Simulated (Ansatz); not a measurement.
Cost and result up the ladder for Mg4H3 (7 atoms). The state is a doublet with charge 0. Geometry: r2SCAN-D4/def2-TZVP.

```xyz
7

Mg    0.494   -1.711   -0.227
Mg    0.028    1.772    0.282
Mg   -1.882   -0.446    1.325
Mg   -1.556    0.047   -1.746
H     1.487   -3.103   -0.353
H     0.805    0.089    0.130
H     0.625    3.351    0.590
```

Ansatz on 4 threads of Arm Neoverse V2 on a shared host. Times are rough, and most runs start from the orbitals of an earlier one. ωB97X-V/def2-TZVP serves as the yardstick here, not as an exact answer. Differences are given only for rows in sets of like size (and for xTB, whose basis is part of the method), since another set adds its own error. Binding counts from free atoms at the same level (Mg singlet, H doublet; other spins of the atoms weren't run), without zero-point energy or a counterpoise term.

B3LYP takes the VWN-RPA correlation. Correlated methods freeze 4 core orbitals; core or outer-core shells of Mg are correlated, in sets that lack core-valence functions. The rows differ in basis, and correlated rows in double-zeta sets carry the largest basis error. The structure comes from a short search, and lower isomers may exist.

Run but left out: MP2/def2-TZVP (⟨S²⟩ 0.98, where a pure state has 0.75).

Correlated methods converge slowly with the basis, most of all in double-zeta sets.

```json
{"level": "B3LYP-D4/6-31G", "functions": "58", "binding energy per atom (eV)": "1.02", "difference from ωB97X-V/def2-TZVP (eV)": "–", "remarks": "–"}
{"level": "HF/STO-3G", "functions": "39", "binding energy per atom (eV)": "1.56", "difference from ωB97X-V/def2-TZVP (eV)": "–", "remarks": "HOMO above zero"}
{"level": "PBE0-D4/def2-TZVPD", "functions": "167", "binding energy per atom (eV)": "1.12", "difference from ωB97X-V/def2-TZVP (eV)": "0.02", "remarks": "–"}
{"level": "PBE0-D4/def2-SVP", "functions": "87", "binding energy per atom (eV)": "1.12", "difference from ωB97X-V/def2-TZVP (eV)": "–", "remarks": "–"}
{"level": "r2SCAN-D4/def2-TZVP", "functions": "146", "binding energy per atom (eV)": "1.20", "difference from ωB97X-V/def2-TZVP (eV)": "0.10", "remarks": "–"}
{"level": "ωB97X-V/def2-TZVP", "functions": "146", "binding energy per atom (eV)": "1.10", "difference from ωB97X-V/def2-TZVP (eV)": "0.00", "remarks": "–"}
{"level": "CCSD(T)/def2-SVP", "functions": "87", "binding energy per atom (eV)": "1.00", "difference from ωB97X-V/def2-TZVP (eV)": "–", "remarks": "spin-contaminated (⟨S²⟩ 0.96)"}
{"level": "HF/6-31G", "functions": "58", "binding energy per atom (eV)": "0.61", "difference from ωB97X-V/def2-TZVP (eV)": "–", "remarks": "spin-contaminated (⟨S²⟩ 0.90)"}
{"level": "r2SCAN-D4/def2-TZVPD", "functions": "167", "binding energy per atom (eV)": "1.20", "difference from ωB97X-V/def2-TZVP (eV)": "0.10", "remarks": "–"}
{"level": "PBE-D4/def2-TZVPD", "functions": "167", "binding energy per atom (eV)": "1.13", "difference from ωB97X-V/def2-TZVP (eV)": "0.03", "remarks": "–"}
{"level": "PBE-D4/def2-TZVP", "functions": "146", "binding energy per atom (eV)": "1.13", "difference from ωB97X-V/def2-TZVP (eV)": "0.03", "remarks": "–"}
{"level": "B97M-V/def2-TZVP", "functions": "146", "binding energy per atom (eV)": "1.20", "difference from ωB97X-V/def2-TZVP (eV)": "0.10", "remarks": "–"}
{"level": "BHLYP-D4/def2-TZVP", "functions": "146", "binding energy per atom (eV)": "1.05", "difference from ωB97X-V/def2-TZVP (eV)": "-0.05", "remarks": "–"}
{"level": "PBE-D4/def2-SVP", "functions": "87", "binding energy per atom (eV)": "1.14", "difference from ωB97X-V/def2-TZVP (eV)": "–", "remarks": "–"}
```

(1) Estimate how long each takes.

## Answers

(1) HF/STO-3G 0.2 s; HF/6-31G 0.4 s; PBE-D4/def2-SVP 1.9 s; B3LYP-D4/6-31G 2 s; PBE0-D4/def2-SVP 2.1 s; PBE-D4/def2-TZVP 2.6 s; PBE-D4/def2-TZVPD 3.5 s; BHLYP-D4/def2-TZVP 4.7 s; PBE0-D4/def2-TZVPD 5.5 s; r2SCAN-D4/def2-TZVP 7.5 s; r2SCAN-D4/def2-TZVPD 10 s; B97M-V/def2-TZVP 11 s; ωB97X-V/def2-TZVP 11 s; CCSD(T)/def2-SVP 26 s. On shared hardware such times vary by a factor of up to 3.
